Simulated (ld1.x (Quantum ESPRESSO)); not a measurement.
**Before and after: TM potential for P**

* Element: phosphorus (P)
* Generator: ld1.x (Quantum ESPRESSO) 7.5
* Type: norm-conserving Troullier–Martins (Kleinman–Bylander form)
* Functional: PBE
* Relativity: non-relativistic
* Frozen core: [Ne]
* Valence charge: 5
* Reference configuration: 3s2 3p1 (charge +2)
* Partial waves: 3p (bound): rc 1.50 bohr; 3d channel at -0.15 Ry: rc 1.35 bohr; 3s (bound): rc 1.10 bohr
* Local potential: the s channel
* Core correction: none

All-electron outer shells of the reference configuration (PBE, non-relativistic, ld1.x):

```tsv
shell	level (eV)	outermost node (bohr)	outermost maximum (bohr)
3s	-33.86	0.65	1.52
3p	-24.28	0.63	1.68
```

Change: all radii scaled by about 1.40 (s 1.54, p 2.10, d 1.88 bohr).

Cutoffs: the cutoffs (Ry, on a coarse ladder) from which the occupation-weighted sum of valence levels, in a spherical-Bessel basis at the reference potential, stays within 10 and 1 mRy of its value at 400 Ry; they do not see the model core or the augmentation charge, which bear on the density cutoff. Errors are all-electron minus pseudo energies relative to the spin-unpolarised reference configuration.

Task: What does the change do?

Result: The potential gets softer (70 Ry and 200 Ry → 30 Ry and 50 Ry); of the 7 tests that both files solve, the error grows in 0 and shrinks in 7 by more than 15 % and 0.3 meV (median size 37.1 → 9.6 meV); neither file shows a bound ghost. A larger radius leaves more room for a smooth pseudo-wave, so fewer plane waves are needed. That the errors move this way runs against the usual rule that smaller radii transfer better.

| quantity | base | changed |
| --- | --- | --- |
| cutoff, loose | 70 Ry | 30 Ry |
| cutoff, tight | 200 Ry | 50 Ry |
| loose cutoff by channel (10 mRy a level) | p 8 Ry, s 60 Ry | p 8 Ry, s 18 Ry |
| bound ghosts | none | none |
| error for 3s2 3p3, meV [ΔE -28.90 eV] | +37 | +13 |
| error for 3s2 3p2, meV [ΔE -19.16 eV] | +15 | +5.4 |
| error for 3s2 3p0, meV [ΔE 29.75 eV] | +37 | +14 |
| error for 3s2 3p2.5, meV [ΔE -25.12 eV] | +27 | +9.6 |
| error for 3s1 3p4, meV [ΔE -20.45 eV] | +74 | +9.0 |
| error for 3s2 3p3.3, meV [ΔE -30.21 eV] | +42 | +15 |
| error for 3s1 3p3, meV [ΔE -10.13 eV] | +53 | +4.1 |
